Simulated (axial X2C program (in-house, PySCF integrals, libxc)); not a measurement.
**ScS: from Re and ωe to a spectrum**

A bond curve at the CCSD(T) level, 2c, was computed with an in-house all-electron X2C program for linear molecules (integrals from PySCF) (basis Sc dyall-cv3z [10s11p7d5f2g], S dyall-av3z [9s8p3d2f] (cores contracted in-house)) for the state Ω = 1/2 (⟨Sz⟩ = 0.50, ⟨Lz⟩ = 0.00 at HF). Its fit gives Re = 2.1687 Å, ωe = 558.2 cm⁻¹, ωexe = 1.59 cm⁻¹ and αe = 7.285e-04 cm⁻¹; the masses are 44.9559 and 31.9721 u. Two-component means X2C with spin–orbit coupling and atomic mean-field Coulomb and Gaunt terms.

Correlated methods: 9 electrons correlated (number of frozen shells: Sc 3 s, 2 p; S 2 s, 1 p), 301 virtual spin orbitals or spinors in MP2, 90 natural virtuals in coupled cluster.

Q: Find the reduced mass, Be and the force constant.

A: From the CCSD(T) values: μ = 18.6842 u. Be = 16.8576/(μ Re²) = 0.1918 cm⁻¹. k = 5.8918×10⁻⁷ μ ωe² = 3.43 mdyn/Å.

Q: Estimate the centrifugal constant by the Kratzer relation.

A: D = 4Be³/ωe² = 9.06e-08 cm⁻¹.

Q: Estimate De from a Morse curve and compare with the computed well depth of 4.462 eV to Sc + S.

A: De(Morse) = ωe²/(4ωexe) = 6.074 eV against 4.462 eV computed, a ratio of 1.36. The extrapolation overshoots: the well softens faster than a Morse curve, or the lowest atomic limit lies below the one to which the curve heads.

Q: A Morse curve ties αe to the other constants (Pekeris). How well does that hold?

A: αe(Morse) = 6Be²/ωe × (√(ωexe/Be) − 1) = 7.432e-04 cm⁻¹; the CCSD(T) curve gives 7.285e-04 cm⁻¹, a ratio of 1.02.

Q: Where do the fundamental and the first overtone lie?

A: ν(1←0) = ωe − 2ωexe = 555.0 cm⁻¹; ν(2←0) = 2ωe − 6ωexe = 1106.9 cm⁻¹.

The state is one determinant whose occupation by symmetry is held fixed; it was picked as the lowest of a PBE0 search that is not exhaustive. Dissociation energies refer to the lowest single-determinant-based atoms at the same level and basis. CCSD and (T) use frozen natural virtuals with an MP2 correction for the truncation; (T) itself is uncorrected, so its De runs slightly low. The outer-core s and p shells of the metal are frozen in the correlated rows, which leaves out core–valence correlation; for alkali and alkaline-earth bonds that tends to lengthen them.
